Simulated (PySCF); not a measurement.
Zn(NH2)2 (H4N2Zn), SMILES [NH2][Zn][NH2]. Geometry: TPSSh-D3(BJ)/def2-TZVP. The values are those of a single conformer.

**Question.** Give the equilibrium geometry at TPSSh-D3(BJ)/def2-TZVP (PySCF confirms it by a frequency run) as Cartesian coordinates in Å, and its point group. (An estimate is asked for; the answer gives what the named calculation found.)

**Answer.** One answer among several that fit: point group C2.
```xyz
7

Zn     0.0000     0.0000     0.0200
N     -0.0654    -1.8134    -0.0876
H      0.7698    -2.2848    -0.4158
H     -0.4019    -2.3095     0.7294
N      0.0654     1.8134    -0.0876
H     -0.7698     2.2848    -0.4158
H      0.4019     2.3095     0.7294
```
Charge 0, spin multiplicity 1.
